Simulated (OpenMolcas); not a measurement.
# Cl+: the spin-orbit constant, worked from levels

| Item | Value |
| --- | --- |
| Program | OpenMolcas |
| Basis | ANO-R3 [6s5p4d3f1g] |
| Scalar Hamiltonian | X2C, finite nucleus |
| Active space | 6 electrons in 4 orbitals (3s 3p) |
| State averaging | 2S+1 = 3 even, 3 roots; 2S+1 = 1 even, 6 roots; 2S+1 = 3 odd, 3 roots; 2S+1 = 1 odd, 3 roots |
| Spin-orbit coupling | state interaction with AMFI integrals over the reference wave functions, term energies averaged over their components |

Methods: CASSCF; SS-CASPT2, IPEA 0.25 Eh, imaginary shift 0.1 Eh (closed shells correlated: 2s 2p). Measured levels: NIST Handbook of Basic Atomic Spectroscopic Data.

**The spin-orbit constant.** For the Hund term ³P of p4, E(J) = (A/2) J(J+1) + constant and ζ = -2S·A = -2A. From J = 0 to J = 2 the energy changes by 3 A.

```
   Source  E(2) - E(0)       A    ζ
   CASSCF       -936.4  -312.1  624
SS-CASPT2       -940.9  -313.6  627
 measured       -996.5  -332.2  664
```

All in cm-1. SS-CASPT2 is off by -5.6 % and CASSCF by -6.0 %. Both methods take the spin-orbit matrix elements from the reference wave functions, so the second can move ζ only through the term energies and any multistate remixing. Second-order mixing with other terms is absorbed into this ζ.

Over all roots computed the reference weight is 0.86 to 0.95 in SS-CASPT2; the roots of lowest weight are the least certain, and an intruder state may touch them. Without dynamic correlation excited terms often stand tens of per cent too high (terms of higher spin than the ground term too low), and those without a measured partner can miss by more than the paired ones (holds for CASSCF). Computed and measured levels are paired by configuration, term and J; levels that our copy of the source lacks, or whose pairing is in doubt (as where it misses far off the trend of its configuration), stay unpaired and out of the deviations. Only configurations of the active space appear.
